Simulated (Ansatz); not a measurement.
Two isomers of C3H6OSi: A = `C=C1[SiH2]C1O`, B = `COC#C[SiH3]`.

Computed with Ansatz on PBE0-D4/def2-TZVP structures; ΔE is electronic, products minus reactants. CCSD(T)/CBS adds triple-zeta CCSD(T) − MP2 to the extrapolated MP2 energy (def2 sets, frozen cores). DFT in def2-TZVPP. B3LYP here is the variant with VWN-RPA as its local correlation; programs differ in this. Each species was taken in one conformer, which may not be the lowest.

A:

Z-matrix (Å, degrees):
```
Si
C 1 1.922
C 1 2.414 2 35.3
H 1 1.501 2 102.2 3 -61.9
H 1 1.500 2 104.5 3 44.8
C 2 1.328 1 130.2 3 165.6
O 3 1.341 1 124.0 2 -110.0
H 3 1.082 1 99.2 2 124.6
H 6 1.083 2 121.0 1 8.5
H 6 1.087 2 121.3 1 -173.1
H 7 0.965 3 108.8 1 63.2
```

B:

```xyz
11

C    -1.411   -0.641   -1.982
O    -1.547    0.361   -0.962
C    -0.600    0.385   -0.093
C     0.277    0.431    0.739
Si    1.582    0.511    1.986
H    -0.490   -0.475   -2.544
H    -2.277   -0.528   -2.629
H    -1.401   -1.633   -1.528
H     2.608   -0.524    1.696
H     2.233    1.847    1.974
H     1.025    0.267    3.341
```

Question: Which isomer does CCSD(T)/CBS put lower? Give the gap. (Estimate.)

Answer: The calculation gave: B, by 18.6 kcal/mol.

Question: Give E(B) − E(A) in kcal/mol with CCSD(T)/def2-TZVPP, CCSD/def2-TZVPP, r2SCAN-D4, ωB97M-V, B3LYP-D4, B2PLYP, B3LYP. (Best estimate.)

Answer: Computed: CCSD(T)/def2-TZVPP -19.0, CCSD/def2-TZVPP -24.3, r2SCAN-D4 -13.0, ωB97M-V -20.9, B3LYP-D4 -16.9, B2PLYP -20.7, B3LYP -19.4. None reverses the order clearly.

Largest T1 diagnostic: 0.023.

In def2-TZVPP, CCSD(T) changes the Hartree–Fock value by +23.9 kcal/mol (the triples alone add +5.2 kcal/mol) and MP2 by +21.5 kcal/mol. The D4 term adds +2.5 kcal/mol with B3LYP and +1.3 kcal/mol with PBE0; it sums over pairs of atoms, weighted by their polarisabilities, and B3LYP, whose exchange is more repulsive, gets the larger term.
